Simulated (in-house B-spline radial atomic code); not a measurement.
Ca⁵⁺. Computed with a B-spline radial atomic code. Model: all-electron spherical atom, spin shells full or empty, radial basis limit, no spin-orbit coupling, Breit or QED, empty-state partial waves extrapolated as (l+1/2)^-4, RPA, G0W0 and static COHSEX of the highest shell as one setting changes (uncorrelated shells keep exact exchange).

Empty levels are discrete states of a finite basis, so the steps are uneven.

Given: element Ca; charge 5; filled core Ne; hamiltonian one-electron scalar X2C; mean-field start Hartree-Fock; highest l of empty states 9; nuclear rms radius 3.4776 fm; lowest nl shells left uncorrelated 1; highest mean-field shell 3p up; box radius 10.43 bohr.

Shell: 3s 1 1, 3p 3 0 (electrons up and down).

```json
{"highest empty level kept (hartree)": "12", "RPA correlation energy (hartree)": "-0.29455", "G0W0 level (eV)": "-107.96", "G0W0 minus most complete (meV)": "401.9", "COHSEX level (eV)": "-109.45", "linearised minus solved G0W0 (meV)": "0"}
{"highest empty level kept (hartree)": "24", "RPA correlation energy (hartree)": "-0.39947", "G0W0 level (eV)": "-108.12", "G0W0 minus most complete (meV)": "246", "COHSEX level (eV)": "-109.88", "linearised minus solved G0W0 (meV)": "0"}
{"highest empty level kept (hartree)": "42", "RPA correlation energy (hartree)": "?", "G0W0 level (eV)": "?", "G0W0 minus most complete (meV)": "?", "COHSEX level (eV)": "?", "linearised minus solved G0W0 (meV)": "?"}
{"highest empty level kept (hartree)": "72", "RPA correlation energy (hartree)": "?", "G0W0 level (eV)": "?", "G0W0 minus most complete (meV)": "?", "COHSEX level (eV)": "?", "linearised minus solved G0W0 (meV)": "?"}
{"highest empty level kept (hartree)": "120", "RPA correlation energy (hartree)": "-0.63385", "G0W0 level (eV)": "-108.31", "G0W0 minus most complete (meV)": "54.3", "COHSEX level (eV)": "-110.39", "linearised minus solved G0W0 (meV)": "0"}
{"highest empty level kept (hartree)": "216", "RPA correlation energy (hartree)": "-0.6772", "G0W0 level (eV)": "-108.34", "G0W0 minus most complete (meV)": "26.2", "COHSEX level (eV)": "-110.48", "linearised minus solved G0W0 (meV)": "0"}
{"highest empty level kept (hartree)": "360", "RPA correlation energy (hartree)": "-0.69955", "G0W0 level (eV)": "-108.35", "G0W0 minus most complete (meV)": "11.9", "COHSEX level (eV)": "-110.52", "linearised minus solved G0W0 (meV)": "0"}
{"highest empty level kept (hartree)": "720", "RPA correlation energy (hartree)": "-0.71175", "G0W0 level (eV)": "-108.36", "G0W0 minus most complete (meV)": "3.5", "COHSEX level (eV)": "-110.54", "linearised minus solved G0W0 (meV)": "0"}
{"highest empty level kept (hartree)": "1440", "RPA correlation energy (hartree)": "-0.71538", "G0W0 level (eV)": "-108.36", "G0W0 minus most complete (meV)": "0.9", "COHSEX level (eV)": "-110.55", "linearised minus solved G0W0 (meV)": "0"}
{"highest empty level kept (hartree)": "3000", "RPA correlation energy (hartree)": "-0.71638", "G0W0 level (eV)": "-108.36", "G0W0 minus most complete (meV)": "0.1", "COHSEX level (eV)": "-110.55", "linearised minus solved G0W0 (meV)": "0"}
{"highest empty level kept (hartree)": "7200", "RPA correlation energy (hartree)": "-0.7165", "G0W0 level (eV)": "-108.36", "G0W0 minus most complete (meV)": "0", "COHSEX level (eV)": "-110.55", "linearised minus solved G0W0 (meV)": "0"}
{"highest empty level kept (hartree)": "24000", "RPA correlation energy (hartree)": "-0.71652", "G0W0 level (eV)": "-108.36", "G0W0 minus most complete (meV)": "0", "COHSEX level (eV)": "-110.55", "linearised minus solved G0W0 (meV)": "0"}
```

What follows for highest empty level kept = 72?

RPA correlation energy -0.56852 hartree; G0W0 level -108.26 eV; G0W0 minus most complete 99.2 meV; COHSEX level -110.27 eV; linearised minus solved G0W0 0 meV.

What follows for highest empty level kept = 42?

RPA correlation energy -0.48824 hartree; G0W0 level -108.2 eV; G0W0 minus most complete 160.6 meV; COHSEX level -110.11 eV; linearised minus solved G0W0 0 meV.
